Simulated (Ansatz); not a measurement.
Program: Ansatz. Geometries: PBE0-D4/def2-TZVP. ΔE: electronic, gas phase. CCSD(T)/CBS adds triple-zeta CCSD(T) − MP2 to the extrapolated MP2 energy (def2 sets, frozen cores). This one scheme is used for every species. Functionals use def2-TZVPP. B3LYP here is the variant with VWN-RPA as its local correlation; programs differ in this. Each species was taken in one conformer, which may not be the lowest.

`CO[B](C)[AlH2]` + `O[SiH](O)[SiH3]` → `O[SiH]([SiH3])[O][AlH2]` + `CBOC`  (cleavage of the Al–B bond)

`CO[B](C)[AlH2]`:

Cartesian coordinates in Å:
```
C -1.371 0.544 -1.454
O -0.300 -0.311 -1.151
B 0.359 -0.319 0.034
C 1.528 -1.364 0.161
Al -0.133 1.002 1.680
H -1.612 1.209 -0.612
H -2.255 -0.051 -1.692
H -1.113 1.158 -2.320
H 1.333 -2.057 0.988
H 2.471 -0.866 0.412
H 1.677 -1.948 -0.751
H -1.146 0.575 2.840
H 0.563 2.429 1.863
```

`O[SiH](O)[SiH3]`:

Z-matrix (Å, degrees):
```
Si
O 1 1.647
Si 1 2.344 2 104.5
O 1 1.648 2 112.8 3 -122.1
H 1 1.486 2 110.8 3 123.0
H 2 0.959 1 117.7 3 -172.2
H 3 1.487 1 111.3 2 55.4
H 3 1.490 1 109.9 2 -65.1
H 3 1.489 1 110.0 2 175.9
H 4 0.959 1 117.5 2 65.5
```

`O[SiH]([SiH3])[O][AlH2]`:

```xyz
12

O    -0.435   -1.547   -1.525
Si   -0.681   -0.188   -0.630
Si   -1.032   -0.942    1.560
O     0.597    0.811   -0.693
Al    1.981    1.745   -0.466
H    -0.438   -1.460   -2.480
H    -1.848    0.564   -1.177
H     0.169   -1.670    2.055
H    -2.209   -1.850    1.641
H    -1.274    0.220    2.459
H     2.279    2.298    0.983
H     2.891    2.020   -1.727
```

`CBOC`:

Cartesian coordinates in Å:
```
C 0.644 1.755 0.417
B 0.115 0.462 -0.278
O -0.142 -0.634 0.463
C -0.624 -1.831 -0.105
H 0.776 1.645 1.495
H 1.599 2.061 -0.025
H -0.041 2.590 0.232
H -0.076 0.407 -1.469
H 0.080 -2.638 0.113
H -0.745 -1.739 -1.188
H -1.587 -2.078 0.347
```

```
             level  ΔE (eV)  difference from CCSD(T)/CBS
            PBE-D4    -1.92                         0.27
          B3LYP-D4    -2.20                        -0.01
           ωB97M-V    -2.19                         0.00
            B2PLYP    -2.26                        -0.07
             B3LYP    -2.21                        -0.02
     HF/def2-TZVPP    -2.45                        -0.26
    MP2/def2-TZVPP    -2.29                        -0.10
CCSD(T)/def2-TZVPP    -2.19                         0.00
    MP2/def2-QZVPP    -2.29                        -0.10
      HF/CBS(def2)    -2.47                        -0.28
       CCSD(T)/CBS    -2.19                            0
```

Largest T1 diagnostic among the species: 0.013.

From PBE to PBE0 (25 % exact exchange), in def2-TZVPP and without D4, ΔE moves by −0.10 eV. In def2-TZVPP, CCSD(T) changes the Hartree–Fock value by +0.26 eV (the triples alone add +0.04 eV) and MP2 by +0.16 eV.
